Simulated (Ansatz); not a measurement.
Consider the redistribution: `[CH3][AlH][O][SiH](F)F` + `CO[SiH2]S[SiH3]` → `CO[SiH2]S[SiH](F)F` + `[CH3][AlH][O][SiH3]`.

Calculated with Ansatz (gas phase, PBE0-D4/def2-TZVP geometries, no zero-point term in ΔE). CCSD(T)/CBS adds triple-zeta CCSD(T) − MP2 to the extrapolated MP2 energy (def2 sets, frozen cores). Functionals use def2-TZVPP. One conformer a species, not always the lowest.

Problem. Is it downhill or uphill in electronic energy at CCSD(T)/CBS, and by how much? (Estimate.)

Solution. The calculation gave: Uphill: ΔE = +9.9 kcal/mol.

Problem. What do these levels give: PBE-D4, PBE0-D4, r2SCAN, PBE0, MP2/def2-TZVPP, CCSD/CBS(def2)? (Estimate.)

Solution. Computed: PBE-D4 9.2, PBE0-D4 9.6, r2SCAN 9.3, PBE0 9.9, MP2/def2-TZVPP 9.5, CCSD/CBS(def2) 9.9 kcal/mol.

Largest T1 diagnostic among the species: 0.012.
